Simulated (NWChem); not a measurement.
Program: NWChem. System: thionyl fluoride (F₂OS), charge 0, spin multiplicity 1, at a geometry optimised with PBE0/def2-SVP. Level: CR-CCSD(T)/def2-SVP, 8 core orbitals frozen.

The NWChem input:

```
start mol
memory heap 100 mb stack 700 mb global 1900 mb
geometry units angstroms nocenter noautoz
  O     -1.391745    -0.329653     0.000000
  S     -0.160358     0.411194     0.000000
  F      0.761094    -0.218993     1.168964
  F      0.761094    -0.218993    -1.168964
  symmetry group Cs
end
basis spherical
  * library def2-svp
end
scf
  rhf
  nopen 0
  maxiter 100
  thresh 1e-7
  semidirect memsize 60000000 filesize 0
end
tce
  freeze core 8
  cr-ccsd(t)
  2eorb
  2emet 13
  thresh 1e-6
  maxiter 100
  tilesize 24
end
task tce energy
```

NWChem printed:

```
             Northwest Computational Chemistry Package (NWChem) 7.3.0
             --------------------------------------------------------

                                NWChem Input Module
                                -------------------

 Scaling coordinates for geometry "geometry" by  1.889725989
 (inverse scale =  0.529177249)

 Turning off AUTOSYM since
 SYMMETRY directive was detected!

                             Geometry "geometry" -> ""
                             -------------------------

 Output coordinates in angstroms (scale by  1.889725989 to convert to a.u.)

  No.       Tag          Charge          X              Y              Z
 ---- ---------------- ---------- -------------- -------------- --------------
    1 O                    8.0000    -1.39174500    -0.32965300     0.00000000
    2 S                   16.0000    -0.16035800     0.41119400     0.00000000
    3 F                    9.0000     0.76109400    -0.21899300     1.16896400
    4 F                    9.0000     0.76109400    -0.21899300    -1.16896400

 Effective nuclear repulsion energy (a.u.)     190.8287848976

            Nuclear Dipole moment (a.u.)
            ----------------------------
        X                 Y               Z
 ---------------- ---------------- ----------------
     0.0000075589     0.0000113384     0.0000000000

      Symmetry information
      --------------------

 Group name             Cs
 Group number              2
 Group order               2
 No. of unique centers     3

      Symmetry unique atoms

     1    2    3


 Summary of "ao basis" -> "" (spherical)
 ------------------------------------------------------------------------------
       Tag                 Description            Shells   Functions and Types
 ---------------- ------------------------------  ------  ---------------------
 *                          def2-svp                  on all atoms

 Summary of "ao basis" -> "ao basis" (spherical)
 ------------------------------------------------------------------------------
       Tag                 Description            Shells   Functions and Types
 ---------------- ------------------------------  ------  ---------------------
 O                          def2-svp                 6       14   3s2p1d
 S                          def2-svp                 8       18   4s3p1d
 F                          def2-svp                 6       14   3s2p1d

                                 NWChem SCF Module
                                 -----------------

  ao basis        = "ao basis"
  functions       =    60
  atoms           =     4
  closed shells   =    21
  open shells     =     0
  charge          =   0.00
  wavefunction    = RHF
  use symmetry    = T
  symmetry adapt  = T

 Summary of "ao basis" -> "ao basis" (spherical)
 ------------------------------------------------------------------------------
       Tag                 Description            Shells   Functions and Types
 ---------------- ------------------------------  ------  ---------------------
 O                          def2-svp                 6       14   3s2p1d
 S                          def2-svp                 8       18   4s3p1d
 F                          def2-svp                 6       14   3s2p1d

      Symmetry analysis of basis
      --------------------------

        a'         37
        a"         23

 Forming initial guess at       0.1s

      Superposition of Atomic Density Guess
      -------------------------------------

 Sum of atomic energies:        -670.62349505

      Non-variational initial energy
      ------------------------------

 Total energy =    -671.474568
 1-e energy   =   -1311.308452
 2-e energy   =     449.005100
 HOMO         =      -0.341700
 LUMO         =       0.041551

      Symmetry analysis of molecular orbitals - initial
      -------------------------------------------------

  Numbering of irreducible representations:

     1 a'          2 a"

  Orbital symmetries:

     1 a'          2 a'          3 a"          4 a'          5 a'
     6 a'          7 a"          8 a'          9 a'         10 a"
    11 a'         12 a'         13 a"         14 a'         15 a'
    16 a"         17 a'         18 a"         19 a'         20 a"
    21 a'         22 a"         23 a'         24 a'         25 a'
    26 a"         27 a'         28 a'         29 a'         30 a"
    31 a'

 Starting SCF solution at       0.4s

 ----------------------------------------------
         Quadratically convergent ROHF

 Convergence threshold     :          1.000E-07
 Maximum no. of iterations :          100
 Final Fock-matrix accuracy:          1.000E-09
 ----------------------------------------------

              iter       energy          gnorm     gmax       time
             ----- ------------------- --------- --------- --------
                 1     -670.6929909428  1.65D+00  4.80D-01      0.4
                 2     -670.8232187273  3.26D-01  8.05D-02      0.5
                 3     -670.8318063519  1.25D-02  5.51D-03      0.6
                 4     -670.8318333442  8.12D-05  2.38D-05      0.7
                 5     -670.8318333454  8.91D-09  2.28D-09      0.9

       Final RHF  results
       ------------------

         Total SCF energy =   -670.831833345397
      One-electron energy =  -1308.573376546872
      Two-electron energy =    446.912758303861
 Nuclear repulsion energy =    190.828784897614

        Time for solution =      0.5s

       Symmetry analysis of molecular orbitals - final
       -----------------------------------------------

  Numbering of irreducible representations:
[...]
    9   -1.6778
   10   -1.6173
   11   -1.4420
   12   -0.9784
   13   -0.8084
   14   -0.7874
   15   -0.7628
   16   -0.7146
   17   -0.7024
   18   -0.6795
   19   -0.6094
   20   -0.5593
   21   -0.5033
   22    0.1032
   23    0.1580
   24    0.2669
   25    0.4525
   26    0.7369
   27    0.7431
   28    0.7938
   29    0.8314
   30    0.8575
   31    0.9051

                       ROHF Final Molecular Orbital Analysis
                       -------------------------------------

 Vector   19  Occ=2.000000D+00  E=-6.094330D-01  Symmetry=a'
              MO Center= -6.5D-01, -2.6D-02, -1.6D-14, r^2= 2.0D+00
   Bfn.  Coefficient  Atom+Function         Bfn.  Coefficient  Atom+Function
  ----- ------------  ---------------      ----- ------------  ---------------
     4      0.418833  1 O  px                 7      0.289727  1 O  px
    23     -0.267579  2 S  py                37     -0.221124  3 F  py
    51     -0.221124  4 F  py                26     -0.194042  2 S  py
    18     -0.182231  2 S  s                 40      0.171399  3 F  py
    54      0.171399  4 F  py                 5     -0.167920  1 O  py

 Vector   20  Occ=2.000000D+00  E=-5.593200D-01  Symmetry=a"
              MO Center= -9.6D-01, -2.3D-01, -1.7D-15, r^2= 1.5D+00
   Bfn.  Coefficient  Atom+Function         Bfn.  Coefficient  Atom+Function
  ----- ------------  ---------------      ----- ------------  ---------------
     6      0.543559  1 O  pz                 9      0.412902  1 O  pz
    36     -0.193644  3 F  px                50      0.193644  4 F  px
    39      0.151189  3 F  px                53     -0.151189  4 F  px

 Vector   21  Occ=2.000000D+00  E=-5.033051D-01  Symmetry=a'
              MO Center= -5.1D-01,  1.5D-01, -4.5D-15, r^2= 2.0D+00
   Bfn.  Coefficient  Atom+Function         Bfn.  Coefficient  Atom+Function
  ----- ------------  ---------------      ----- ------------  ---------------
     5      0.445587  1 O  py                18     -0.403343  2 S  s
     8      0.362853  1 O  py                17     -0.250800  2 S  s
    23     -0.245328  2 S  py                26     -0.195066  2 S  py
    16      0.181659  2 S  s                 37     -0.155941  3 F  py
    51     -0.155941  4 F  py

 Vector   22  Occ=0.000000D+00  E= 1.031514D-01  Symmetry=a"
              MO Center= -3.1D-01,  4.5D-01,  4.4D-16, r^2= 1.9D+00
   Bfn.  Coefficient  Atom+Function         Bfn.  Coefficient  Atom+Function
  ----- ------------  ---------------      ----- ------------  ---------------
    27      0.979896  2 S  pz                24      0.390769  2 S  pz
     9     -0.371573  1 O  pz                35     -0.312458  3 F  s
    49      0.312458  4 F  s                  6     -0.267880  1 O  pz
    21      0.215350  2 S  pz                39      0.197503  3 F  px
    53     -0.197503  4 F  px

 Vector   23  Occ=0.000000D+00  E= 1.579596D-01  Symmetry=a'
              MO Center= -4.5D-02,  4.8D-01, -6.7D-15, r^2= 1.9D+00
   Bfn.  Coefficient  Atom+Function         Bfn.  Coefficient  Atom+Function
  ----- ------------  ---------------      ----- ------------  ---------------
    25      1.150570  2 S  px                 3      0.557837  1 O  s
     8      0.352998  1 O  py                17      0.348693  2 S  s
    22      0.338504  2 S  px                35     -0.298559  3 F  s
    49     -0.298559  4 F  s                 41      0.271786  3 F  pz
    55     -0.271786  4 F  pz                18     -0.214907  2 S  s

 Vector   24  Occ=0.000000D+00  E= 2.668578D-01  Symmetry=a'
              MO Center= -1.6D-01,  1.8D-02,  4.2D-15, r^2= 1.9D+00
   Bfn.  Coefficient  Atom+Function         Bfn.  Coefficient  Atom+Function
  ----- ------------  ---------------      ----- ------------  ---------------
    18     -1.001558  2 S  s                 26      0.980912  2 S  py
     3      0.944639  1 O  s                 25      0.652353  2 S  px
     7      0.613206  1 O  px                17     -0.484916  2 S  s
     4      0.304385  1 O  px                16      0.288357  2 S  s
    23      0.279484  2 S  py                35      0.236290  3 F  s

 center of mass
 --------------
 x =   0.03366280 y =  -0.00982808 z =   0.00000000

 moments of inertia (a.u.)
 ------------------
         217.426779049942           3.910155614166           0.000000000000
           3.910155614166         377.490812233942           0.000000000000
           0.000000000000           0.000000000000         224.085796268905

  Mulliken analysis of the total density
  --------------------------------------

    Atom       Charge   Shell Charges
 -----------   ------   -------------------------------------------------------
    1 O    8     8.57   1.99  1.09  0.79  2.79  1.88  0.02
    2 S   16    14.57   2.00  1.99  1.30  0.36  5.93  1.49  1.00  0.48
    3 F    9     9.43   1.99  1.13  0.84  3.31  2.16  0.01
    4 F    9     9.43   1.99  1.13  0.84  3.31  2.16  0.01

       Multipole analysis of the density wrt the origin
       ------------------------------------------------

     L   x y z        total         open         nuclear
     -   - - -        -----         ----         -------
     0   0 0 0     -0.000000      0.000000     42.000000

     1   1 0 0      0.194545      0.000000      0.000008
     1   0 1 0      0.938928      0.000000      0.000011
     1   0 0 1     -0.000000      0.000000      0.000000

     2   2 0 0    -23.319613      0.000000     94.039770
     2   1 1 0     -0.748976      0.000000     -1.374164
     2   1 0 1     -0.000000      0.000000      0.000000
     2   0 2 0    -19.563300      0.000000     15.848025
     2   0 1 1     -0.000000      0.000000      0.000000
     2   0 0 2    -21.260082      0.000000     87.835980

                   NWChem Extensible Many-Electron Theory Module
                   ---------------------------------------------


            General Information
            -------------------
      Number of processors :     1
         Wavefunction type : Restricted Hartree-Fock
          No. of electrons :    42
           Alpha electrons :    21
            Beta electrons :    21
           No. of orbitals :   120
            Alpha orbitals :    60
             Beta orbitals :    60
        Alpha frozen cores :     8
         Beta frozen cores :     8
     Alpha frozen virtuals :     0
      Beta frozen virtuals :     0
         Spin multiplicity : singlet
    Number of AO functions :    60
       Number of AO shells :    26
        Use of symmetry is : on
      Symmetry adaption is : on
         Schwarz screening : 0.10D-09

          Correlation Information
          -----------------------
          Calculation type : Coupled-cluster singles & doubles w/ perturbation
   Perturbative correction : Completely renormalized (T)
            Max iterations :      100
        Residual threshold : 0.10D-05
     T(0) DIIS level shift : 0.00D+00
     L(0) DIIS level shift : 0.00D+00
     T(1) DIIS level shift : 0.00D+00
     L(1) DIIS level shift : 0.00D+00
     T(R) DIIS level shift : 0.00D+00
     T(I) DIIS level shift : 0.00D+00
   CC-T/L Amplitude update :  5-th order DIIS
                I/O scheme : Global Array Library
        L-threshold :  0.10D-05
        EOM-threshold :  0.10D-05
 no EOMCCSD initial starts read in
 TCE RESTART OPTIONS
 SLICE:      F
 D4D5:       F
 quantumc:   F
 qrotation:  F
 pwtce:      F
 qducc:      F
 nacto:                         0
 nrotv:                         0
 nrot:                          0

            Memory Information
            ------------------
          Available GA space size is     249033200 doubles
          Available MA space size is     104854724 doubles

 Maximum block size supplied by input
 Maximum block size        24 doubles

 tile_dim =     23

 -------------------------------------------------
   1    alpha     a'     8 doubles       0       1
   2    alpha     a"     5 doubles       8       2
   3    beta      a'     8 doubles      13       1
   4    beta      a"     5 doubles      21       2
   5    alpha     a'    23 doubles      26       5
   6    alpha     a"    16 doubles      49       6
   7    beta      a'    23 doubles      65       5
   8    beta      a"    16 doubles      88       6

 Global array virtual files algorithm will be used

 Parallel file system coherency ......... OK

 4-electron integrals stored in orbital form

 v2    file size   =          1137916
 4-index algorithm nr.  13 is used
 imaxsize =       30
 imaxsize ichop =        0


CCSD iterations
 ---------------------------------------------------------
 Iter          Residuum       Correlation     Cpu    Wall
 ---------------------------------------------------------
    1   0.1985413030436  -0.7050249952486     0.3     0.3
    2   0.0527767164621  -0.6952660478915     0.3     0.3
    3   0.0171160773149  -0.7088262156818     0.3     0.3
    4   0.0086053083518  -0.7088251095253     0.3     0.3
    5   0.0030890574265  -0.7103716525153     0.3     0.3
    6   0.0012452675088  -0.7105530719707     0.3     0.3
    7   0.0009026739023  -0.7105911267902     0.3     0.3
    8   0.0003574166585  -0.7106218267878     0.3     0.3
    9   0.0003045230323  -0.7106202986635     0.3     0.3
   10   0.0001358554074  -0.7106361960881     0.3     0.3
   11   0.0000252575956  -0.7106455469056     0.3     0.3
   12   0.0000104474489  -0.7106456880122     0.3     0.3
   13   0.0000059102484  -0.7106462726390     0.3     0.3
   14   0.0000031873502  -0.7106461226537     0.3     0.3
   15   0.0000019071515  -0.7106462069594     0.3     0.3
   16   0.0000005886135  -0.7106461372717     0.3     0.3
 -----------------------------------------------------------------
 Iterations converged
 CCSD correlation energy / hartree =        -0.710646137271680
 CCSD total energy / hartree       =      -671.542479482668568

 Singles contributions

 Doubles contributions
 CR-CCSD(T)

 CR-CCSD[T]  correction energy / hartree =        -0.016495398964895
 CR-CCSD[T] correlation energy / hartree =        -0.727141536236575
 CR-CCSD[T] total energy / hartree       =      -671.558974881633503
 CR-CCSD(T)  correction energy / hartree =        -0.014470616765916
 CR-CCSD(T) correlation energy / hartree =        -0.725116754037595
 CR-CCSD(T) total energy / hartree       =      -671.556950099434516

 Task  times  cpu:       31.7s     wall:       31.7s

 Total times  cpu:       31.8s     wall:       31.8s
```
